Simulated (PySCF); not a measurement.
# Atomic charges by several schemes

C7H11BO2.
Structure used (PBE0-D3(BJ)/def2-SVP), in Å, numbered top down from 1:
```
atom  x, y, z in Å
C1     4.1051    0.8804   -0.5354
C2     2.9681    0.8573   -0.1171
C3     1.5918    0.8148    0.3616
C4     0.6853   -0.1344   -0.4405
C5     1.1563   -1.5872   -0.3931
B6    -0.8191    0.0110   -0.0131
O7    -1.3046    1.0450    0.7395
C8    -2.7012    0.8685    0.9044
C9    -3.0279   -0.4425    0.1568
O10   -1.7893   -0.8814   -0.3722
H11    5.1143    0.9100   -0.9017
H12    1.1723    1.8341    0.3430
H13    1.5919    0.5160    1.4249
H14    0.7171    0.1963   -1.4975
H15    2.1864   -1.6839   -0.7692
H16    0.5038   -2.2342   -0.9972
H17    1.1423   -1.9760    0.6385
H18   -2.9391    0.8145    1.9787
H19   -3.2322    1.7380    0.4848
H20   -3.7462   -0.2920   -0.6650
H21   -3.4372   -1.2183    0.8237
```

Density: PBE0/pcSseg-1 (PySCF); schemes: Mulliken, IAO, Hirshfeld and ESP-fitted. Isolated species at its PBE0-D3(BJ)/def2-SVP geometry (one conformer only).

Problem. Which atoms carry the lowest charge in the Mulliken, IAO, Hirshfeld and ESP-fitted schemes?

Solution. The schemes don't all agree: Mulliken C4 (-0.522); IAO O7 (-0.406); Hirshfeld O10 (-0.182); ESP-fitted C1 (-0.579).

Problem. At which atom do the 4 schemes differ most?

Solution. At C4: from -0.522 (Mulliken) to +0.026 e (ESP-fitted), 0.548 e apart.

Problem. What partial charge does each atom carry?

Solution. In e:

```
atom                 environment  Mulliken     IAO  Hirshfeld  ESP-fitted
  C1      terminal alkyne carbon    -0.402  -0.267     -0.136      -0.579
  C2               alkyne carbon    +0.187  -0.023     -0.036      +0.170
  C3          propargylic carbon    -0.149  -0.261     -0.052      -0.266
  C4   sp3 carbon bound to boron    -0.522  -0.245     -0.087      +0.026
  C5               methyl carbon    -0.244  -0.400     -0.117      -0.371
  B6      three-coordinate boron    +0.709  +0.486     +0.242      +0.718
  O7          boron-bound oxygen    -0.497  -0.406     -0.180      -0.472
  C8  sp3 carbon bound to oxygen    +0.014  -0.073     +0.009      +0.010
  C9  sp3 carbon bound to oxygen    +0.014  -0.073     +0.009      +0.111
 O10          boron-bound oxygen    -0.487  -0.404     -0.182      -0.497
 H11             alkyne hydrogen    +0.058  +0.196     +0.089      +0.337
 H12          methylene hydrogen    +0.159  +0.168     +0.051      +0.094
 H13          methylene hydrogen    +0.145  +0.156     +0.051      +0.114
 H14            methine hydrogen    +0.147  +0.154     +0.043      +0.035
 H15             methyl hydrogen    +0.133  +0.142     +0.032      +0.119
 H16             methyl hydrogen    +0.126  +0.145     +0.039      +0.077
 H17             methyl hydrogen    +0.103  +0.127     +0.035      +0.096
 H18          methylene hydrogen    +0.128  +0.145     +0.048      +0.082
 H19          methylene hydrogen    +0.127  +0.144     +0.047      +0.079
 H20          methylene hydrogen    +0.127  +0.144     +0.047      +0.053
 H21          methylene hydrogen    +0.127  +0.144     +0.047      +0.064
```

Mean size of the charges over all atoms: Mulliken 0.219 e, ESP-fitted 0.208 e, IAO 0.205 e, Hirshfeld 0.075 e. Each set sums to the total charge, 0, to within 0.001 e. The ESP scheme is a least-squares fit of atom-centred charges to the potential on four shells outside the van der Waals surface, with the total charge fixed. The Mulliken scheme counts on each atom the diagonal of the density matrix times the overlap matrix over that atom's basis functions.

Problem. How closely do the schemes follow one another over all atoms?

Solution. Correlation coefficient and root-mean-square difference: IAO with Hirshfeld 0.96, 0.147 e; Mulliken with Hirshfeld 0.94, 0.198 e; Hirshfeld with ESP-fitted 0.93, 0.203 e; Mulliken with IAO 0.92, 0.115 e; IAO with ESP-fitted 0.89, 0.136 e; Mulliken with ESP-fitted 0.86, 0.152 e.

Problem. Sum the charges by element, for elements with more than one atom.

Solution. 
```tsv
element	atoms	Mulliken	IAO	Hirshfeld	ESP-fitted
C	7	-1.103	-1.341	-0.410	-0.898
O	2	-0.984	-0.809	-0.362	-0.970
H	11	+1.378	+1.665	+0.529	+1.150
```

Problem. How many electrons does the Mulliken scheme count on O7?

Solution. Z − q = 8 − (-0.497) = 8.497.

The run behind these numbers computed NMR shieldings as well. Hardware: Arm Neoverse V2, one thread, shared host. Cost: 41 s wall, 1.2 GiB resident at most.
